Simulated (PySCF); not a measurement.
The numbers are results of B3LYP-D3(BJ)/def2-TZVP // BP86-D3(BJ)/def2-SVP (PySCF), not measurements. Isolated molecules, 0 K electronic values unless said otherwise. One relaxed conformer stands for a flexible species; it need not be the lowest. B3LYP has the VWN-RPA correlation part, as in Gaussian. 

Reference species: [Hf(OH)4] (neutral, multiplicity 1).

```json
{
  "LUMO": "-0.23 eV",
  "HOMO": "-8.12 eV",
  "coordination_number": "4",
  "HOMO–LUMO gap": "7.89 eV"
}
```

Changed species: [Hf(OH)(NH2)3] (3 of 4 OH replaced by NH2; the reference has 0 of 4 OH replaced by NH2).

Task: Give the shifts of the LUMO, HOMO, coordination number and HOMO–LUMO gap.

Result: the LUMO rises by 0.05 eV, to -0.18 eV; the HOMO increases by 1.72 eV, to -6.40 eV; the coordination number stays essentially unchanged; the HOMO–LUMO gap drops by 1.67 eV, to 6.22 eV.
